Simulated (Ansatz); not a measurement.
Molecule: tribromo(chloro)germane, sum formula GeBr₃Cl, charge 0, multiplicity 1. 
Coordinates optimised at B3LYP-D3(BJ)/def2-TZVP (Ansatz, a program for electronic structure):
SMILES: [Ge]([Br])([Cl])([Br])[Br]
```xyz
5

Cl    -0.0238     0.0989     2.4149
Ge    -0.0027     0.0112     0.2731
Br     2.0502    -0.7499    -0.4242
Br    -1.6519    -1.4245    -0.4330
Br    -0.3843     2.1161    -0.5655
```
Charge 0, spin multiplicity 1.

Total electronic energies in hartree. Correlated levels leave the core frozen unless marked. No spin-orbit coupling. The frozen core is the preceding noble-gas configuration, with the filled d and f shells of earlier blocks. Non-relativistic. CBS marks a two-point X^-3 extrapolation of the correlation energy; Hartree-Fock from the larger set.

| level | program | energy (Eh) |
|---|---|---|
| HF/def2-TZVPP | Ansatz | -10252.31591 |
| HF/def2-QZVPP | Ansatz | -10252.51777 |
| PBE/def2-TZVPD | Ansatz | -10258.20925 |
| revPBE/def2-TZVPD | Ansatz | -10258.95470 |
| r2SCAN-D3(BJ)/def2-TZVPD | Ansatz + dftd3 | -10259.79191 |
| B97M-V/def2-TZVPD | Ansatz | -10257.97361 |
| B3LYP-D3(BJ)/def2-TZVPD | Ansatz + dftd3 | -10260.02257 |
| PBE0/def2-TZVP | Ansatz | -10258.56370 |
| BHLYP/def2-TZVPD | Ansatz | -10259.82077 |
| r2SCANh-D4/def2-TZVPD | Ansatz + dftd4 | -10259.78054 |
| wB97X-V/def2-TZVPD | Ansatz | … |
| B2GP-PLYP/def2-TZVPD | Ansatz | -10257.44456 |
| B2PLYP-D3(BJ)/def2-TZVPD | Ansatz + dftd3 | -10258.08590 |
| RPA@PBE/def2-QZVPP | Ansatz | -10253.83020 |
| MP2/def2-SVP | Ansatz | -10251.51580 |
| SCS-MP2/STO-3G | Ansatz | -10140.60924 |
| SCS-MP2/6-31G* | Ansatz | -10251.59117 |
| SCS-MP2/def2-SVPD | Ansatz | -10251.54033 |
| CCSD/def2-TZVPP | Ansatz | -10253.14339 |
| CCSD(T)/def2-SVPD | Ansatz | -10251.62804 |
| CCSD(T)/def2-QZVPP | Ansatz | -10253.46518 |
| CCSD(T)/CBS(def2-TZVPP,def2-QZVPP) | Ansatz | -10253.5254 |
| CCSD(T)/CBS(def2-TZVPPD,def2-QZVPPD) | Ansatz | -10253.5251 |

Q: Some entries are withheld; supply them.

A: 
- wB97X-V/def2-TZVPD, energy (Eh): -10258.90189
